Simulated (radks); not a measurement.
Values are calculated unless marked as measured or tabulated.
Question: These are the eigenvalues of the occupied orbitals of an atom or ion with whole-number occupations (eV). Code: a radial shooting solver on a logarithmic mesh with Libxc functionals. Model: scalar-relativistic Kohn-Sham, BLYP, spin-polarised, spherical densities, finite nucleus; Fermi nuclear charge, rms radius of each element as measured or else 0.836 A^(1/3) + 0.57 fm.

| orbital | eigenvalue |
|---|---|
| 1s up | -48437.29 |
| 1s down | -48437.21 |
| 2s up | -8012.564 |
| 2s down | -8012.482 |
| 2p up | -7147.372 |
| 2p down | -7147.275 |
| 3s up | -1819.430 |
| 3s down | -1817.390 |
| 3p up | -1550.139 |
| 3p down | -1548.102 |
| 3d up | -1189.535 |
| 3d down | -1187.949 |
| 4s up | -418.4948 |
| 4s down | -413.6299 |
| 4p up | -329.5161 |
| 4p down | -324.7038 |
| 4d up | -205.4117 |
| 4d down | -200.6656 |
| 5s up | -105.2838 |
| 5s down | -102.1239 |
| 5p up | -81.3643 |
| 5p down | -78.6982 |
| 4f up | -70.5022 |

Which element is it, and in what charge state? The configuration may be excited. Open shells, if any, are filled with parallel spins first.

Answer: Z = 63, europium, charge +5: Eu5+ in [Kr] 4d10 4f5 5s2 5p5. The list shows which subshells hold electrons but not how many an open one holds; the 1s level, -1780 hartree, gives Z - s = 59.7 by -(Z - s)^2/2, which with screening and relativity narrows Z to a few neighbours, and the depths of the outer levels then fix element, charge and occupations together.
